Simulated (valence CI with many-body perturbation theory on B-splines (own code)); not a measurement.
**Which ion has this spectrum?**

A relativistic CI+MBPT calculation for an atom or ion with 6 electrons gives these levels (cm⁻¹):

```csv
J,Parity,E,g
0,even,0,
1,even,453732,1.49
2,even,538775,1.23
2,even,1053449,1.25
0,even,1252740,
2,odd,1272291,1.82
1,odd,1633073,0.91
2,odd,1790202,1.38
3,odd,1932684,1.32
0,odd,2109134,
1,odd,2159291,1.27
2,odd,2226534,1.19
1,odd,2307051,1.53
2,odd,2636144,1.25
```

The energies are calculated, and their last digits are not significant.

Task: Which is it?
A. Se28+
B. Kr30+
C. Rb31+
D. Sr32+

Result: C. Rb31+, ground level (2s^2 2p1/2^2) J=0.
